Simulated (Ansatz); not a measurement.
Cost and result for the atomization energy of C₂H₈GeO₂S (`C[O][GeH]([SH])[O]C`) (14 atoms, 13 bonds).

Z-matrix (Å, degrees):
```
C
O 1 1.412
H 1 1.096 2 112.0
H 1 1.092 2 107.7 3 119.2
H 1 1.097 2 111.9 3 -121.9
Ge 2 1.773 1 118.4 3 58.4
O 6 1.768 2 109.3 1 -58.0
S 6 2.206 2 102.8 1 -177.9
H 6 1.532 2 113.2 1 57.5
C 7 1.412 6 119.7 2 -62.5
H 8 1.344 6 90.7 2 10.0
H 10 1.096 7 111.8 6 65.8
H 10 1.092 7 107.7 6 -175.1
H 10 1.096 7 111.8 6 -56.0
```

The species carries charge 0 and has multiplicity 1. Correlated methods include outer-core shells of Ge, which these sets cover unevenly. Scalar relativity is left out up to krypton. The structure was optimised at the PBE0-D4/def2-TZVP level. It is one conformer, not always the lowest. Program: Ansatz. All runs use 2 threads of an AMD EPYC 7R13 on a shared host and a share of an NVIDIA H100 80 GB. Times are those of one run each, without the atoms' runs, and a repeat can differ threefold. Electronic energies, without spin–orbit coupling; frozen cores. CCSD(T)/CBS adds CCSD(T) − MP2 in def2-TZVPP to the MP2 limit, and its time is that of the two runs behind it. T1 = 0.012. With those shells the extrapolation isn't a true limit. B3LYP takes the VWN-RPA correlation (the form of Gaussian; ORCA's B3LYP/G).

CCSD(T)/CBS is a level of theory with its own doubt, some kJ/mol a heavy atom from the limit and from the frozen cores, so smaller differences don't rank the functionals.

```csv
level,functions,atomization (kcal/mol),difference from CCSD(T)/CBS,per bond
r2SCAN-D4/def2-TZVPP (with forces),326,1196.3,-0.3,0.0
PBE0-D4/def2-TZVPP,326,1189.0,-7.6,-0.6
MP2/def2-QZVPP,627,1202.6,6.0,0.5
B2PLYP/def2-TZVPP,326,1177.5,-19.1,-1.5
ωB97M-V/def2-TZVPP (with forces),326,1194.4,-2.2,-0.2
CCSD(T)/def2-TZVPP,326,1167.0,-29.6,-2.3
CCSD(T)/CBS(def2),–,1196.6,0.0,0.0
PBE-D4/def2-TZVPP (with forces),326,1212.8,16.2,1.3
ωB97X-V/def2-TZVPP,326,1198.4,1.8,0.1
B3LYP-D4/def2-TZVPP (with forces),326,1188.1,-8.5,-0.7
```

Order the runs by time, with rough figures. (Best estimate.)

The calculation gave: B3LYP-D4/def2-TZVPP (with forces) 4.3 s; ωB97X-V/def2-TZVPP 5.5 s; PBE0-D4/def2-TZVPP 6 s; B2PLYP/def2-TZVPP 6 s; PBE-D4/def2-TZVPP (with forces) 6.5 s; ωB97M-V/def2-TZVPP (with forces) 6.5 s; r2SCAN-D4/def2-TZVPP (with forces) 6.5 s; MP2/def2-QZVPP 8 s; CCSD(T)/def2-TZVPP 12 s; CCSD(T)/CBS(def2) 20 s.

The D4 term adds +12.4 kcal/mol with B3LYP and +6.7 kcal/mol with PBE0; it sums over pairs of atoms, weighted by their polarisabilities, and B3LYP, whose exchange is more repulsive, gets the larger term. In def2-TZVPP, CCSD(T) changes the Hartree–Fock value by +322.3 kcal/mol (the triples alone add +19.2 kcal/mol) and MP2 by +340.5 kcal/mol; breaking electron pairs costs correlation energy, which Hartree–Fock lacks. From PBE to PBE0 (25 % exact exchange), in def2-TZVPP and without D4, the atomization energy moves by −22.8 kcal/mol: exact exchange takes away binding that semilocal exchange gives to molecules.
